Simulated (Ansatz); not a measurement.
One geometry of Cd₂O₂, several levels of theory.

```yaml
crystal:
  periodic: [false, false, false]
  atoms:
    - {symbol: Cd, position_ang: [-0.156571, -1.890554, -1.074771]}
    - {symbol: Cd, position_ang: [-0.994042, 1.819136, -0.675431]}
    - {symbol: O, position_ang: [0.715082, -0.583405, 0.808547]}
    - {symbol: O, position_ang: [0.435530, 0.654823, 0.941666]}
basis:
  gaussian: {orbitals: def2-TZVP, initial_orbitals: start.molden}
magnetization: {spin_polarized: true, initial_magnetization: 4}
hamiltonian: {xc: {name: B97M-V}}
scf: {omitted_lower_state_checks: [starts]}
output: {orbitals: {seedname: orbitals}}
```

The file start.molden holds the orbitals of an earlier run on this structure, at another level or in another basis.

```sh
$ ansatz run in.yaml --threads 4 --pin off --events-out ev --progress --plain --max-ram 3916MiB
```

Shortened log:

```
Functional definition: B97M-V
1040 factors; their error is unknown
mean field evaluation 1: about -13218.0086 eV, gradient 9.1e0 eV
mean field evaluation 2: about -13218.1622 eV, gradient 2.6e-1 eV
mean field evaluation 4: about -13218.1598 eV, gradient 1.4e-1 eV
mean field evaluation 8: about -13218.1598 eV, gradient 2.2e-5 eV
mean field -13218.15981263 eV, -485.7584135238 hartree, gradient 8.1e-6 eV, S^2 6.010311; 0 other end points of the search recorded, 0 dependent functions left out
reference -13218.15987274 eV, -485.7584157326 hartree; 30, 26 occupied and 112, 116 virtual orbitals, 1040 factors
Total energy: -13218.15987274 eV, -485.7584157326 hartree
Checks for a lower state left out: starts
```

Run time 8.5 s (4 threads of Arm Neoverse V1 on a shared host).

First input, but with `hamiltonian: {xc: {name: r2SCANh}, dispersion: d4}` (abridged; 12 s):

```
Functional definition: r2SCANh
mean field -13220.00344177 eV, -485.8261656448 hartree, gradient 7.7e-6 eV, S^2 6.022070
Total energy: -13220.04022752 eV, -485.8275174963 hartree
Checks for a lower state left out: starts
```

First input, but with `hamiltonian: {xc: hf}` (abridged; 3.3 s):

```
Functional definition: HF
mean field -13152.06957494 eV, -483.3296420863 hartree, gradient 6.7e-6 eV, S^2 6.039538
Total energy: -13152.06957494 eV, -483.3296420863 hartree
Checks for a lower state left out: starts
```

The first input with `hamiltonian: {xc: r2scan, dispersion: d4}` (abridged; 5 s):

```
Functional definition: r2SCAN
mean field -13221.23809384 eV, -485.8715382717 hartree, gradient 1.0e-5 eV, S^2 6.017977
Total energy: -13221.27083412 eV, -485.8727414547 hartree
Checks for a lower state left out: starts
```

The first input with `hamiltonian: {xc: pbe0, dispersion: d4}` (abridged; 6 s):

```
Functional definition: PBE0
mean field -13215.16711962 eV, -485.6484340840 hartree, gradient 1.1e-5 eV, S^2 6.017998
Total energy: -13215.29986163 eV, -485.6533122628 hartree
Checks for a lower state left out: starts
```

First input, but with `hamiltonian: {xc: {name: r2SCAN0}, dispersion: d4}` (abridged; 12 s):

```
Functional definition: r2SCAN0
mean field -13218.21270801 eV, -485.7603573929 hartree, gradient 9.1e-6 eV, S^2 6.028352
Total energy: -13218.25442691 eV, -485.7618905344 hartree
Checks for a lower state left out: starts
```

First input, but with `hamiltonian: {xc: lda}` (abridged; 1.2 s):

```
Functional definition: SPW92
mean field -13175.09377633 eV, -484.1757658808 hartree, gradient 2.5e-6 eV, S^2 6.005332
Total energy: -13175.09381019 eV, -484.1757671250 hartree
Checks for a lower state left out: starts
```

Geometry: PBE-D4/def2-TZVP.

In the def2 sets Cd takes a core potential; there is no spin–orbit coupling. The structure holds 1 bond(s) between oxygen atoms. At PBE0-D4/def2-TZVP a triplet of charge 0 lies 3.65 eV below the quintet, each at its own geometry. Another isomer (singlet) lies 0.06 eV lower at r2SCAN-D4/def2-TZVP.
